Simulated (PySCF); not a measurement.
A species of formula C4H9B has this rotational fingerprint, computed with PBE0-D3(BJ)/def2-SVP geometry optimisation, gas phase (PySCF 2.14.0):

| Item | Value |
| --- | --- |
| Rotational constants | A = 7635, B = 4442, C = 3474 MHz |
| Dipole components | \|μa\| = 1.01 D, \|μb\| = 0.94 D, \|μc\| = 0.19 D |
| Inertial defect | -34.48 u·Å² |
| κ | -0.53 |

Problem. Which structure is it? (One computed conformer of each.)
A. `[BH2:1][CH2:2][C:3](=[CH2:4])[CH3:5]` with H–B1–C2–C3 -16° and 167°, B1–C2–C3–C4 -111°
B. `[BH2:1][C@@H:2]1[CH2:3][C@@H:4]1[CH3:5]` with H–B1–C2–C3 47° and -130°
C. `[BH:1]1[CH2:2][CH2:3][CH2:4][CH2:5]1` with C5–B1–C2–C3 -11°, B1–C2–C3–C4 30°, C2–C3–C4–C5 -37°, C3–C4–C5–B1 29°

Solution. B. It is B[C@@H]1C[C@@H]1C, an asymmetric top, point group C1. The candidates at the same level (rigid rotor, commonest isotopes):

| SMILES | A (MHz) | B (MHz) | C (MHz) | μa (D) | μb (D) | μc (D) | Δ (u·Å²) | point group | rotor |
| --- | --- | --- | --- | --- | --- | --- | --- | --- | --- |
| B1CCCC1 | 6909 | 6479 | 3758 | 0.00 | 0.41 | 0.00 | -16.65 | C2 | asymmetric top |
| BCC(=C)C | 7437 | 3849 | 2909 | 0.02 | 0.30 | 0.60 | -25.54 | C1 | asymmetric top |
| B[C@@H]1C[C@@H]1C | 7635 | 4442 | 3474 | 1.01 | 0.94 | 0.19 | -34.48 | C1 | asymmetric top |

`B1CCCC1` has B 46 % too high; `BCC(=C)C` has C 16 % too low. No structure here is proved a minimum.
